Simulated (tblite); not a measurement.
Computed values, GFN2-xTB/tblite, gas phase, harmonic and unscaled. The method is semi-empirical: single wavenumbers can be off by several per cent or more. Modes of hydrogen on phosphorus and silicon can be 10 to 20 % off. One conformer each. Thermal functions are those of the rigid rotor and harmonic oscillator, without mixing of conformers.

Problem. Order these by their zero-point energy, highest first (kJ/mol).
A. `CC1[P@H](C=1)=O`
B. `C1(=C(F)[C@@](F)(C#N)O1)F`
C. `C1=CCC(C2CC2)=C1`
D. `CO[Si@@H](O)n1ccc(C)c1`
E. `c1cc(O)ccc1C(F)=O`

Solution. D (425.3), C (399.9), E (269.8), A (183.9), B (96.0).

| SMILES | atoms | mass (u) | symmetry number | modes under 300 cm⁻¹ | ZPE (kJ/mol) | S translation (J/(mol K)) | S rotation | S vibration | S | Cp |
| --- | --- | --- | --- | --- | --- | --- | --- | --- | --- | --- |
| CO[Si@@H](O)n1ccc(C)c1 | 21 | 157.06 | 1 | 11 | 425.3 | 182.7 | 132.7 | 278.4 | 593.8 | 274.9 |
| C1=CCC(C2CC2)=C1 | 18 | 106.08 | 1 | 3 | 399.9 | 177.8 | 123.3 | 137.5 | 438.6 | 210.2 |
| O=C(F)c1ccc(O)cc1 | 15 | 140.03 | 1 | 4 | 269.8 | 181.2 | 129.8 | 159.1 | 470.1 | 207.8 |
| CC1=C[P@@H]1=O | 10 | 88.01 | 1 | 3 | 183.9 | 175.4 | 115.1 | 89.2 | 379.7 | 131.5 |
| N#C[C@@]1(F)OC(F)=C1F | 9 | 134.99 | 1 | 5 | 96.0 | 180.8 | 127.3 | 130.0 | 438.0 | 153.0 |

Entropies and Cp are for 500 K and 1 bar.
